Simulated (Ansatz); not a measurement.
Reaction (formal exchange of groups at the Al–O bond): `C[O][Al]([F])[SH]` + `C=NC(=N)S` → `[F][Al]([SH])[SH]` + `C=NC(=N)OC`

Gas-phase electronic energies from Ansatz, PBE0-D4/def2-TZVP geometries. CBS: MP2 limit from def2 TZ/QZ plus the TZ coupled-cluster correction, frozen cores. This one scheme is used for every species. DFT in def2-TZVPP. B3LYP here is the variant with VWN-RPA as its local correlation; programs differ in this. One conformer a species, not always the lowest.

| level | ΔE (kJ/mol) |
| --- | --- |
| B3LYP | -7.9 |
| MP2/def2-TZVPP | -6.3 |
| CCSD/def2-TZVPP | -12.9 |
| HF/def2-QZVPP | -19.8 |

Task: What does CCSD(T)/CBS give? (An estimate is asked.)

Result: The calculation gave: -11.6 kJ/mol. The listed levels differ from it by 3.7, 5.3, -1.3, -8.2 kJ/mol.

Largest T1 diagnostic among the species: 0.015.

From PBE to PBE0 (25 % exact exchange), in def2-TZVPP and without D4, ΔE moves by −5.7 kJ/mol. In def2-TZVPP, CCSD(T) changes the Hartree–Fock value by +8.6 kJ/mol (the triples alone add +0.1 kJ/mol) and MP2 by +15.1 kJ/mol.
